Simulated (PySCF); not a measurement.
CH5N2 (SMILES NC=[NH2+]), charge +1, singlet, geometry from GFN2-xTB; MP2/def2-SVP (PySCF).

Here is a job for PySCF.
```python
from pyscf import gto, scf, mp

mol = gto.Mole()
mol.atom = '''
    N     1.147973    0.200189    0.037003
    C     0.000007   -0.404009    0.153975
    N    -1.147979    0.124745   -0.160841
    H     1.219546    1.147517   -0.316976
    H     2.011570   -0.256763    0.296387
    H     0.000026   -1.419647    0.541054
    H    -1.219587    1.067368   -0.527158
    H    -2.011559   -0.388961   -0.050290
'''
mol.basis = 'def2-svp'
mol.charge = 1
mol.spin = 0
mol.verbose = 4
mol.build()

mf = scf.RHF(mol)
mf.kernel()

pt = mp.MP2(mf, frozen=3)
pt.kernel()
print('E(MP2) = %.10f' % pt.e_tot)
mf.analyze()
```

Task: Write the output that PySCF gives for this input, abridged.

Result: 
```
PySCF version 2.14.0

[INPUT] verbose = 4
[INPUT] num. atoms = 8
[INPUT] num. electrons = 24
[INPUT] charge = 1
[INPUT] spin (= nelec alpha-beta = 2S) = 0
[INPUT] symmetry False subgroup None
[INPUT] Mole.unit = angstrom
[INPUT] Symbol           X                Y                Z      unit          X                Y                Z       unit  Magmom
[INPUT]  1 N      1.147973000000   0.200189000000   0.037003000000 AA    2.169354568395   0.378302383151   0.069925535787 Bohr   0.0
[INPUT]  2 C      0.000007000000  -0.404009000000   0.153975000000 AA    0.000013228083  -0.763466361859   0.290970580030 Bohr   0.0
[INPUT]  3 N     -1.147979000000   0.124745000000  -0.160841000000 AA   -2.169365906752   0.235733885409  -0.303945439601 Bohr   0.0
[INPUT]  4 H      1.219546000000   1.147517000000  -0.316976000000 AA    2.304607936309   2.168492853283  -0.598997828060 Bohr   0.0
[INPUT]  5 H      2.011570000000  -0.256763000000   0.296387000000 AA    3.801316380391  -0.485211748922   0.560090256881 Bohr   0.0
[INPUT]  6 H      0.000026000000  -1.419647000000   0.541054000000 AA    0.000049132879  -2.682744023560   1.022443878600 Bohr   0.0
[INPUT]  7 H     -1.219587000000   1.067368000000  -0.527158000000 AA   -2.304685415080   2.017033194125  -0.996184244373 Bohr   0.0
[INPUT]  8 H     -2.011559000000  -0.388961000000  -0.050290000000 AA   -3.801295593404  -0.735029763137  -0.095034326804 Bohr   0.0

nuclear repulsion = 80.0539661824193
number of shells = 33
number of NR pGTOs = 107
number of NR cGTOs = 67
basis = def2-svp
ecp = {}

******** <class 'pyscf.scf.hf.RHF'> ********
method = RHF
initial guess = minao
damping factor = 0
level_shift factor = 0
DIIS = <class 'pyscf.scf.diis.CDIIS'>
diis_start_cycle = 1
diis_space = 8
diis_damp = 0
SCF conv_tol = 1e-09
SCF conv_tol_grad = None
SCF max_cycles = 50
direct_scf = True
direct_scf_tol = 1e-13
Set gradient conv threshold to 3.16228e-05
Initial guess from minao.
init E= -150.216604633202
  HOMO = -0.276199366336492  LUMO = 0.087934507909905  gap/eV = 9.90859
cycle= 1 E= -149.300603543454  delta_E= 0.916  |g|= 0.435  |ddm|= 2.57
  HOMO = -0.700306925381374  LUMO = -0.129973094087279  gap/eV = 15.51957
cycle= 2 E= -149.356421105151  delta_E= -0.0558  |g|= 0.146  |ddm|= 0.503
  HOMO = -0.644288973767606  LUMO = -0.0555373940543893  gap/eV = 16.02075
cycle= 3 E= -149.361866639604  delta_E= -0.00545  |g|= 0.0385  |ddm|= 0.158
  HOMO = -0.647744062674605  LUMO = -0.0599842107930866  gap/eV = 15.99376
cycle= 4 E= -149.362359568423  delta_E= -0.000493  |g|= 0.00515  |ddm|= 0.0506
  HOMO = -0.649228231331677  LUMO = -0.0603372613473323  gap/eV = 16.02454
cycle= 5 E= -149.362374574365  delta_E= -1.5e-05  |g|= 0.0025  |ddm|= 0.0088
  HOMO = -0.648999609912283  LUMO = -0.060259059779237  gap/eV = 16.02045
cycle= 6 E= -149.362376774746  delta_E= -2.2e-06  |g|= 0.000739  |ddm|= 0.00271
  HOMO = -0.649193436992364  LUMO = -0.0602540039994279  gap/eV = 16.02586
cycle= 7 E= -149.362377227902  delta_E= -4.53e-07  |g|= 0.000199  |ddm|= 0.00148
  HOMO = -0.649214375498379  LUMO = -0.0602633333355218  gap/eV = 16.02617
cycle= 8 E= -149.362377248787  delta_E= -2.09e-08  |g|= 2.08e-05  |ddm|= 0.000341
  HOMO = -0.649218514898879  LUMO = -0.0602645781409423  gap/eV = 16.02625
cycle= 9 E= -149.362377249005  delta_E= -2.18e-10  |g|= 3.43e-06  |ddm|= 3.61e-05
  HOMO = -0.649218771991243  LUMO = -0.060264907771193  gap/eV = 16.02625
Extra cycle  E= -149.36237724901  delta_E= -5.51e-12  |g|= 1.09e-06  |ddm|= 3.38e-06
converged SCF energy = -149.36237724901

******** <class 'pyscf.mp.mp2.RMP2'> ********
nocc = 9, nmo = 64
frozen orbitals 3
E(RMP2) = -149.822982068653  E_corr = -0.460604819642402
E(SCS-RMP2) = -149.817581250887  E_corr = -0.455204001876942
E_corr(same-spin) = -0.112525132723777
E_corr(oppo-spin) = -0.348079686918625
E(MP2) = -149.8229820687
**** SCF Summaries ****
Total Energy =                        -149.362377249010194
Nuclear Repulsion Energy =              80.053966182419316
One-electron Energy =                 -353.804131542342532
Two-electron Energy =                  124.387788110913021
Two-electron Coulomb Energy =          144.319951539694785
DFT Exchange-Correlation Energy =      -19.932163428781763
HOMO-LUMO gap [eV] =                    16.026250947262440
**** MO energy ****
MO #1   energy= -15.8349460544094  occ= 2
MO #2   energy= -15.8349204409694  occ= 2
MO #3   energy= -11.599021188527   occ= 2
MO #4   energy= -1.5316238561869   occ= 2
MO #5   energy= -1.41837326535074  occ= 2
MO #6   energy= -1.11253249842861  occ= 2
MO #7   energy= -1.01566851693725  occ= 2
MO #8   energy= -0.980457707223021 occ= 2
MO #9   energy= -0.90012978193697  occ= 2
MO #10  energy= -0.833662570843551 occ= 2
MO #11  energy= -0.803721276313715 occ= 2
MO #12  energy= -0.649218771991243 occ= 2
MO #13  energy= -0.060264907771193 occ= 0
MO #14  energy= -0.0261497750245456 occ= 0
MO #15  energy= -0.00670717120657205 occ= 0
MO #16  energy= 0.0103518464651944 occ= 0
MO #17  energy= 0.0759661708869142 occ= 0
MO #18  energy= 0.0808620441458832 occ= 0
MO #19  energy= 0.207373254827317  occ= 0
MO #20  energy= 0.220391445502461  occ= 0
 ** Mulliken pop on meta-lowdin orthogonal AOs  **
 ** Mulliken pop  **
 ** Mulliken atomic charges  **
charge of    0N =     -0.31619
charge of    1C =      0.35794
charge of    2N =     -0.31619
charge of    3H =      0.26987
charge of    4H =      0.28490
charge of    5H =      0.16489
charge of    6H =      0.26987
charge of    7H =      0.28490

WARN: System has nonzero charge 1; the dipole moment is origin-dependent.
Location of origin: [0. 0. 0.]

Dipole moment(X, Y, Z, Debye): -0.00001, -0.03661,  0.01395
```
